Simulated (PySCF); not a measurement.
Species: C2H9NO2Si2.
Geometry (PBE0-D3(BJ)/def2-SVP, Å), atoms numbered from 1 in this order:
```xyz
16
C2H9NO2Si2 angstrom
Si     2.409    0.141    0.737
N      1.582   -0.629   -0.599
Si    -0.110   -0.861   -0.716
O     -0.706   -0.952    0.850
C     -1.830   -0.107    0.996
C     -1.702    1.003   -0.058
O     -1.066    0.435   -1.184
H      2.674   -0.782    1.883
H      1.589    1.285    1.232
H      3.723    0.651    0.239
H      2.162   -1.057   -1.314
H     -0.376   -2.003   -1.622
H     -2.758   -0.688    0.842
H     -1.852    0.303    2.018
H     -2.687    1.401   -0.350
H     -1.098    1.843    0.334
```

Theory: core-valence-separated Tamm–Dancoff BHandHLYP/aug-pcX-1 (pcseg-1 on H, def2-SVPD on Si) in PySCF, non-relativistic, gas phase, PBE0-D3(BJ)/def2-SVP geometry. The energies are unshifted.

The lowest roots of each edge with f over 0.003 (five at most, numbered afresh; weaker and dark ones are left out), with transition dipoles (au) in the frame of the coordinates:

```
root  edge  E (eV)       μx       μy       μz
   1     C  286.86   0.0597  -0.0108  -0.0164
   2     C  286.90  -0.0368   0.0535   0.0430
   3     C  287.20  -0.0074   0.0126  -0.0526
   4     C  287.25   0.0225  -0.0303   0.0256
   5     C  287.53   0.0139   0.0439   0.0429
   6     N  399.04   0.0243  -0.0098  -0.0167
   7     N  400.21  -0.0102   0.0379  -0.0133
   8     N  400.26   0.0011   0.0112   0.0504
   9     N  401.05  -0.0226   0.0001  -0.0100
  10     N  401.10  -0.0018  -0.0295   0.0007
  11     O  533.13   0.0028   0.0030   0.0169
  12     O  533.16   0.0114  -0.0034   0.0147
  13     O  533.73  -0.0229  -0.0078   0.0149
  14     O  533.74   0.0122  -0.0319  -0.0191
  15     O  533.83  -0.0160   0.0139   0.0258
```

Problem. What are the oscillator strengths?

Solution. f = (2/3) ΔE |μ|², with ΔE in hartree (27.2114 eV):

```
root  ΔE (Eh)  |μ|² (au)      f  core hole on
   1  10.5419   0.003950  0.028            C5
   2  10.5434   0.006065  0.043            C6
   3  10.5546   0.002980  0.021            C6
   4  10.5562   0.002080  0.015            C5
   5  10.5664   0.003961  0.028            C5
   6  14.6646   0.000965  0.009            N2
   7  14.7074   0.001717  0.017            N2
   8  14.7094   0.002667  0.026            N2
   9  14.7383   0.000611  0.006            N2
  10  14.7401   0.000874  0.009            N2
  11  19.5920   0.000302  0.004            O7
  12  19.5932   0.000358  0.005            O4
  13  19.6144   0.000807  0.011         O4/O7
  14  19.6147   0.001531  0.020         O4/O7
  15  19.6179   0.001115  0.015            O7
```

Problem. Molecules are fixed in this frame and the field points along (1, 0, −1)/√2. What effective strengths 3 f cos²θ do the roots have (θ between field and μ)?

Solution. root 1 (C5): 0.061, root 2 (C6): 0.067, root 3 (C6): 0.022, root 4 (C5): 0.000, root 5 (C5): 0.009, root 6 (N2): 0.025, root 7 (N2): 0.000, root 8 (N2): 0.036, root 9 (N2): 0.002, root 10 (N2): 0.000, root 11 (O7): 0.004, root 12 (O4): 0.000, root 13 (O4/O7): 0.028, root 14 (O4/O7): 0.019, root 15 (O7): 0.034. Averaged over all orientations cos²θ is 1/3, which gives f back.

Hardware: one thread of an Arm Neoverse V1, shared host with 32 logical CPUs at a one-minute load of 12. Cost: 29 s, 1.1 GiB resident at most.

One conformer stands for the species.
